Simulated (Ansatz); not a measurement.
Basis-set extrapolation for C4H4O3, SMILES `C#COC(=O)OC` (PBE0-D4/def2-TZVP geometry, frozen core, Ansatz). Multiplicity 1, RHF reference.

```csv
,def2-TZVPP,def2-QZVPP
HF,-378.467678,-378.484316
MP2 correlation,-1.307671,-1.404011
CCSD(T) correlation,-1.383708,not run
```

Energies in hartree. Use E(X) = E(∞) + A·exp(−7.88·√X) for Hartree–Fock and E(X) = E(∞) + B·X^(−2.97) for correlation, with X = 3 and 4, and add CCSD(T) minus MP2 of the smaller set to the MP2 limit.

Q: What is the CCSD(T) energy at the basis-set limit?

A: HF limit: -378.484316 + (-0.016638) × 0.13774 = -378.48661. MP2 limit: -1.404011 + (-0.096340) × 0.74074 = -1.47537. Higher-order term: -1.383708 − (-1.307671) = -0.07604. Total: -380.03802 hartree, 490.0 kJ/mol below CCSD(T)/def2-TZVPP.
